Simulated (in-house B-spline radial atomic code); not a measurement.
Te⁸⁺: [Kr] 4d8

Method: Dirac-Kohn-Sham LDA exchange-only, spherical fractional occupations, Fermi nucleus of rms radius 4.7423 fm. Calculated with a radial B-spline atomic code at the basis-set limit.

Z_r = [3n² - l(l+1)]/(2<r>); Z_e = n√(-2ε); the last column is Slater's effective charge. Values are occupation-weighted means over j. An effective charge above Z reflects the relativistic contraction of the inner shells.

| shell | electrons | ε (eV) | <r> (bohr) | Z_r | Z_e | Slater |
| --- | --- | --- | --- | --- | --- | --- |
| 1s | 2 | -31694 | 0.02784 | 53.89 | 48.26 | 51.70 |
| 2s | 2 | -4966.3 | 0.1195 | 50.20 | 38.21 | 47.85 |
| 2p | 6 | -4480.9 | 0.1046 | 47.81 | 36.30 | 47.85 |
| 3s | 2 | -1086.8 | 0.3221 | 41.91 | 26.81 | 40.75 |
| 3p | 6 | -928.04 | 0.3199 | 39.07 | 24.78 | 40.75 |
| 3d | 10 | -683.88 | 0.2966 | 35.40 | 21.27 | 30.85 |
| 4s | 2 | -282.54 | 0.753 | 31.87 | 18.23 | 24.25 |
| 4p | 6 | -232.06 | 0.8006 | 28.73 | 16.52 | 24.25 |
| 4d | 8 | -156.6 | 0.9026 | 23.27 | 13.57 | 13.55 |

The least bound orbital is 4d5/2 at -155.9 eV, and it is also the most diffuse (<r> = 0.9061 bohr).

Spin-orbit splittings of the orbital energies (j = l + 1/2 above j = l - 1/2 when positive): 2p 274.1 eV, 3p 51.17 eV, 3d 10.72 eV, 4p 10.32 eV, 4d 1.703 eV.

For the 1s electron the small component carries 3.66 % of the norm, the zero-frequency Breit interaction raises the level by 76.75 eV, self-energy by 43.8 eV, and vacuum polarisation lowers it by 5.949 eV.
